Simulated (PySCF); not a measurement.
BBr$_{3}$, charge -1, doublet, at a GFN2-xTB geometry (a state made from the parent by changing its charge; the spin is typed, not shown lowest), with bond 3-1 at 2.0 times its length. Base run: DF-TPSS/cc-pVDZ in PySCF.

The PySCF input:
```python
from pyscf import gto, scf, dft

mol = gto.M(
    atom='''
B     0.02149908   -0.02457271   -0.04758981
Br   -1.60547699   -1.16290569   -0.12149488
Br    0.00960370    3.56237469   -1.75841627
Br    1.58685430   -0.60248491    1.03129646
''',
    basis='cc-pvdz',
    charge=-1,
    spin=1,
    verbose=4,
)

mf = dft.UKS(mol)
mf.xc = 'tpss'
mf = mf.density_fit(auxbasis='def2-universal-jkfit')
mf.kernel()
mf.analyze()
```

The base run was repeated with changes; each row names its change, and settings that it needs were set with it.

```
change                                                                            ΔE vs base (mEh)  SCF cycles  <S^2>                outcome
--------------------------------------------------------------------------------  ----------------  ----------  -----  ---------------------
base                                                                                         0.000          15  0.757              converged
init_guess = mod_huckel                                                                          -          50      -          not converged
diis = off; damp = 0.3 (with mf.diis_start_cycle = 200; with mf.max_cycle = 150)                 -           -      -  cut at the time limit
DIIS = EDIIS                                                                                     -          50      -          not converged
conv_tol = 1e-11                                                                             0.000          17  0.757              converged
diis_space = 2                                                                                   -          50      -          not converged
solver = newton; init_guess = 1e                                                                 -           -      -  cut at the time limit
conv_tol = 1e-6                                                                              0.001          11  0.757              converged
diis_space = 12                                                                              0.000          14  0.757              converged
```

Open shells are given as the SCF converged; they aren't shown to be the lowest states, and a large step between rows can be another state.
